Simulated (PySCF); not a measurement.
Compound: C4H5FGe.
Numbering: `[F:1][C:2]1=[CH:3][CH:4]=[CH:5][GeH2:6]1` (hydrogens: H7 on C3; H8 on C4; H9 on C5; H10, H11 on Ge6)

Computed, not measured: PBE0-D3(BJ)/def2-SVP geometry optimisation, gas phase in PySCF.

(1) What internal coordinates does the optimisation give?

Answers

(1) 
```csv
bond,length (Å),order
F1–C2,1.327,single
C2=C3,1.344,double
C3–C4,1.475,single
C4=C5,1.350,double
C5–Ge6,1.938,single
C2–Ge6,1.964,single
C3–H7,1.094,single
C4–H8,1.096,single
C5–H9,1.091,single
"Ge6–H10, Ge6–H11",1.536,single
```

Bonds in one row agree within 0.01 Å and their mean is given. Orders are formal, as drawn. A selection of angles:
```csv
angle,degrees
F1–C2–C3,123.7
F1–C2–Ge6,127.2
C3–C2–Ge6,109.2
C2–C3–C4,115.5
C2–C3–H7,122.8
C4–C3–H7,121.6
C3–C4–C5,119.4
C3–C4–H8,118.4
C5–C4–H8,122.2
C4–C5–Ge6,107.7
C4–C5–H9,122.9
Ge6–C5–H9,129.5
C5–Ge6–H10,115.6
C2–Ge6–C5,88.3
C2–Ge6–H10,112.9
H10–Ge6–H11,110.1
```

Dihedral angles: F1–C2–C3–C4 180° (antiperiplanar); C2–C3–C4–C5 0° (synperiplanar); C3–C4–C5–Ge6 0° (synperiplanar); C4–C5–Ge6–C2 0° (synperiplanar); F1–C2–Ge6–C5 180° (antiperiplanar).

The 3 C–C bonds span 1.344 Å (C2=C3, drawn double) to 1.475 Å (C3–C4, drawn single), a spread of 0.131 Å. The 5-membered ring C2–C3–C4–C5–Ge6 has internal angles of 88.3° to 119.4° (sum 540°, against 540° for a flat polygon); it is planar, 0.00 Å rms from its mean plane, widest ring torsion 0°. The C–Ge distances run from 1.938 Å (C5–Ge6, drawn single) to 1.964 Å (C2–Ge6, drawn single), a spread of 0.026 Å. Ge6 (germanium bonded to 2 C and 2 H) has angles from 88.3° to 115.6°. The 6 heavy atoms lie in one plane (0.001 Å rms).

Point group: Cs (tolerance 0.08 Å). No PBE0-D3(BJ)/def2-SVP frequencies stand behind this structure, so it isn't proved a minimum.

On one thread of an Arm Neoverse N1, no GPU (shared host), this took 83 s and 0.53 GiB of memory at its peak. That covers the optimisation of the geometry.
